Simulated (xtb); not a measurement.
Cl4Te (SMILES Cl[Te](Cl)(Cl)Cl), singlet, from a rough starting geometry; GFN2-xTB (xtb 6.7.1).

The xtb input:
```
$ xtb mol.xyz --gfn 2 --opt vtight --json

# file mol.xyz
5

Te     0.03241269     0.04838787     0.67591564
Cl     1.19057738    -1.52900798    -0.50475588
Cl     1.86113633     1.51592348     0.20657130
Cl    -1.16513069     1.47741363    -0.55582980
Cl    -1.88206083    -1.43863008     0.20866583
```

### Question
Predict the main parts of the log of this xtb run.

### Answer

```
   ID    Z sym.   atoms
    1   52 Te     1
    2   17 Cl     2-5

           -------------------------------------------------
          |                Calculation Setup                |
           -------------------------------------------------

           -------------------------------------------------
          |                 G F N 2 - x T B                 |
           -------------------------------------------------

          ...................................................
          :                      SETUP                      :
          :.................................................:
          :  # basis functions                  50          :
          :  # atomic orbitals                  45          :
          :  # shells                           15          :
          :  # electrons                        34          :
          :  max. iterations                   250          :
          :  Hamiltonian                  GFN2-xTB          :
          :  restarted?                      false          :
          :  GBSA solvation                  false          :
          :  PC potential                    false          :
          :  electronic temp.          300.0000000     K    :
          :  accuracy                    1.0000000          :
          :  -> integral cutoff          0.2500000E+02      :
          :  -> integral neglect         0.1000000E-07      :
          :  -> SCF convergence          0.1000000E-05 Eh   :
          :  -> wf. convergence          0.1000000E-03 e    :
          :  Broyden damping             0.4000000          :
          :  net charge                          0          :
          :  unpaired electrons                  0          :
          ...................................................

 iter      E             dE          RMSdq      gap      omega  full diag
   1    -20.8104889 -0.208105E+02  0.141E+01    3.67       0.0  T
   2    -19.2076793  0.160281E+01  0.153E+01    7.31       1.0  T
   3    -21.2286863 -0.202101E+01  0.858E+00    3.58       1.0  T
   4    -21.2280089  0.677409E-03  0.583E+00    3.43       1.0  T
   5    -21.3387535 -0.110745E+00  0.248E+00    4.57       1.0  T
   6    -21.4083958 -0.696423E-01  0.784E-01    4.22       1.0  T
   7    -21.4095939 -0.119814E-02  0.524E-01    4.21       1.0  T
   8    -21.4116132 -0.201930E-02  0.234E-01    4.16       1.0  T
   9    -21.4121035 -0.490282E-03  0.337E-02    4.12       1.3  T
[...]
 * total energy  :   -21.4071638 Eh     change        0.5778293E-04 Eh
 * total energy  :   -21.4076044 Eh     change       -0.4405881E-03 Eh
 * total energy  :   -21.4075985 Eh     change        0.5973580E-05 Eh
 * total energy  :   -21.4076575 Eh     change       -0.5903114E-04 Eh
 * total energy  :   -21.4076943 Eh     change       -0.3678450E-04 Eh
 * total energy  :   -21.4077358 Eh     change       -0.4157572E-04 Eh
 * total energy  :   -21.4077431 Eh     change       -0.7293384E-05 Eh
 * total energy  :   -21.4077635 Eh     change       -0.2036148E-04 Eh
 * total energy  :   -21.4077636 Eh     change       -0.1102491E-06 Eh
 * total energy  :   -21.4077636 Eh     change       -0.3928179E-08 Eh
 * total energy  :   -21.4077639 Eh     change       -0.2613719E-06 Eh
 * total energy  :   -21.4077639 Eh     change       -0.4684144E-07 Eh
   *** GEOMETRY OPTIMIZATION CONVERGED AFTER 15 ITERATIONS ***
         :: total energy             -21.407763925361 Eh    ::
[...]
        45                          1.3807366              37.5718
      -------------------------------------------------------------
                  HL-Gap            0.1268817 Eh            3.4526 eV
             Fermi-level           -0.3696864 Eh          -10.0597 eV

     #   Z          covCN         q      C6AA      α(0)
     1  52 Te       3.259     0.299   398.350    36.888
     2  17 Cl       0.843     0.021    98.516    15.184
     3  17 Cl       0.823    -0.170   104.400    15.631
     4  17 Cl       0.843     0.021    98.517    15.184
     5  17 Cl       0.823    -0.170   104.400    15.631

 Mol. C6AA /au·bohr⁶  :       3608.078270
 Mol. C8AA /au·bohr⁸  :     211415.730229
 Mol. α(0) /au        :         98.517747

Wiberg/Mayer (AO) data.
largest (>0.10) Wiberg bond orders for each atom

 ---------------------------------------------------------------------------
     #   Z sym  total        # sym  WBO       # sym  WBO       # sym  WBO
 ---------------------------------------------------------------------------
     1  52 Te   4.583 --     2 Cl   1.245     4 Cl   1.245     5 Cl   1.046
                             3 Cl   1.046
     2  17 Cl   1.460 --     1 Te   1.245
     3  17 Cl   1.308 --     1 Te   1.046     5 Cl   0.125
     4  17 Cl   1.460 --     1 Te   1.245
     5  17 Cl   1.308 --     1 Te   1.046     3 Cl   0.125
 ---------------------------------------------------------------------------

Topologies differ in total number of bonds
Writing topology from bond orders to xtbtopo.mol

molecular dipole:
                 x           y           z       tot (Debye)
 q only:       -0.001       0.003       0.116
   full:       -0.005       0.012       0.484       1.231
molecular quadrupole (traceless):
                xx          xy          yy          xz          yz          zz
 q only:       -3.224      -5.587      -0.522       0.067       0.051       3.746
  q+dip:       -4.817      -6.555      -1.645       0.051       0.153       6.462
   full:       -5.689      -7.904      -1.864       0.064       0.171       7.554

optimized geometry written to: xtbopt.xyz

           -------------------------------------------------
          | TOTAL ENERGY              -21.407763925361 Eh   |
          | GRADIENT NORM               0.000021460200 Eh/α |
          | HOMO-LUMO GAP               3.452627892102 eV   |
           -------------------------------------------------

normal termination of xtb
```
